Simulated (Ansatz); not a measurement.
`[SiH3][SiH](Br)Br` → `[SiH3]Br` + `[SiH]Br` at 400 K and 1 bar (silylene formation by 1,1-elimination).

Calculated with Ansatz (gas phase, PBE0-D4/def2-TZVP geometries, no zero-point term in ΔE). CBS: MP2 limit from def2 TZ/QZ plus the TZ coupled-cluster correction, frozen cores. For Br outer-core shells are correlated without core-valence functions, which leaves a few kJ/mol of doubt a bond. Scalar relativity is left out up to krypton.

| species | CCSD(T)/CBS energy (Eh) | H − E (kJ/mol) | S (J/(mol·K)) |
| --- | --- | --- | --- |
| `[SiH3][SiH](Br)Br` | -5727.28842 | 128.5 | 412.3 |
| `[SiH3]Br` | -2864.23411 | 85.1 | 279.6 |
| `[SiH]Br` | -2862.97869 | 34.6 | 275.9 |

H − E and S are ideal-gas, rigid-rotor, harmonic terms from PBE0-D4/def2-TZVP. 1 Eh = 2625.50 kJ/mol, R = 8.31446 J/(mol·K).

By hand: ΔE, ΔH, ΔS and ΔG.

ΔE = (-2864.23411) + (-2862.97869) − (-5727.28842) = 0.07562 Eh = 198.5 kJ/mol. Δ(H − E) = 85.1 + 34.6 − 128.5 = -8.8, so ΔH = 189.7 kJ/mol. ΔS = 279.6 + 275.9 − 412.3 = 143.2 J/(mol·K). ΔG = 189.7 − 400 × (143.2)/1000 = 132.4 kJ/mol.

By hand: the equilibrium constant, and the temperature at which ΔG would vanish if ΔH and ΔS stayed fixed.

log₁₀ K = −ΔG/(RT ln 10) = -17.3. ΔG = 0 at ΔH/ΔS = 1325 K.

The number of gas molecules changes by +1, which sets the sign of ΔS. A doubt of 5 kJ/mol in ΔE shifts log₁₀ K by 0.7 here. These are equilibria of isolated gas molecules and say nothing of rates. Largest T1 diagnostic: 0.011 (customary marks: 0.02 for closed shells, 0.045 for open ones).
